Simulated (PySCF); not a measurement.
# State search for LiCa

Unrestricted PBE0; basis Li def2-TZVP, Ca def2-TZVP; no relativity; PySCF 2.14. Outer shells of the fragments: Li 2s1; Ca 4s2.

Followed along the bond (rough minima from three points):

```
2Ms+1   unpaired  ⟨S²⟩ at the start  R at minimum (Å)  Te (eV)
    2        σ ↑               0.77              3.43     0.00
    2        π ↑               0.87              2.95     0.72
    4  σ ↑↑, π ↑               3.75              3.26     1.54
    2        δ ↑               0.81              3.22     1.74
```

Solutions found at the starting distance of 2.875 Å, counted from the lowest of them; the search is not exhaustive and high or unbound solutions are not listed, so other states can lie among these:

```
2Ms+1   unpaired   term  E (eV)  ⟨S²⟩  ⟨Lz²⟩  μ (D)
    2        σ ↑    ²Σ⁺    0.00  0.77   0.00  -0.85
    2        π ↑     ²Π    0.52  0.87   1.02  -0.04
    4  σ ↑↑, π ↑     ⁴Π    1.43  3.75   1.01  -0.78
    2        δ ↑     ²Δ    1.63  0.81   4.00  -0.13
    4  σ ↑, π ↑↑    ⁴Σ⁻    1.97  3.75   0.00   2.94
    2  σ ↑↑, π ↓  mixed    2.02  1.75   1.01  -1.11
    4      σ ↑↑↑    ⁴Σ⁺    2.12  3.75   0.00   3.33
    2  σ ↑, π ↑↓  mixed    2.53  1.75   2.02   2.47
    4  σ ↑↑, δ ↑     ⁴Δ    2.63  3.75   4.00  -0.85
    4  σ ↑, π ↑↑  mixed    2.65  3.75   2.01  -2.23
```

A term symbol is given only where ⟨S²⟩ and ⟨Lz²⟩ are close to those of a pure state; real π, δ and φ orbitals otherwise mix terms. A positive dipole means Li(−)Ca(+).

**Question.** Compare the gap between the two lowest followed solutions at the starting distance with the gap between their minima.

**Answer.** At PBE0 the second solution (doublet, unpaired electrons π ↑) lies +0.52 eV from the first (doublet, unpaired electrons σ ↑) at 2.875 Å and +0.72 eV at the minima; the two curves relax by different amounts, since their minima lie near 2.95 and 3.43 Å.

Counting both spins, an empty level lies below a filled one in some of these solutions, because spin and occupation are held.
